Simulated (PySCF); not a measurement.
## Dipole response of Mo⁺ (molybdenum, charge +1)

[Kr] 4d5, high-spin 6S determinant. Calculation: PySCF 2.14, in aug-cc-pVDZ-PP with ECP28MDF (5s5p4d2f, 54 functions); a scalar-relativistic core potential. Coupled (time-dependent) response in atomic units; α is the mean over directions. A double-zeta set is small for polarisabilities.

| method | mean α (bohr³) | C₆ (like pair) | S(−4) |
| --- | --- | --- | --- |
| UHF | 17.53 | 111.6 | 170.0 |
| PBE | 21.44 | 138.6 | 313.9 |
| PBE0 | 19.89 | 128.3 | 247.2 |
| PBEsol | 21.65 | 141.1 | 312.2 |
| B3LYP | 20.27 | 129.8 | 269.5 |

S(−4) is the Cauchy moment in α(ω) = α(0) + S(−4) ω² + …

α(iu) at B3LYP:

| u (hartree) | α(iu) (bohr³) |
| --- | --- |
| 0 | 20.27 |
| 0.0500 | 19.63 |
| 0.100 | 18.07 |
| 0.200 | 14.52 |
| 0.300 | 11.86 |
| 0.500 | 8.582 |
| 0.750 | 6.175 |
| 1.00 | 4.647 |
| 1.50 | 2.888 |
| 2.00 | 1.954 |
| 3.00 | 1.047 |
| 5.00 | 0.4311 |

A single London oscillator, α(iu) = α/(1 + u²/ω²), gives C₆ = (3/4) ω α². Matching the computed C₆ needs ω = 4 × 129.8 / (3 × 20.27²) = 0.421 hartree.

For an ion, C₆ is the dispersion term alone; charge-induced terms of lower order in 1/R come first.

Energies and moments cover only the electrons outside the core potential.
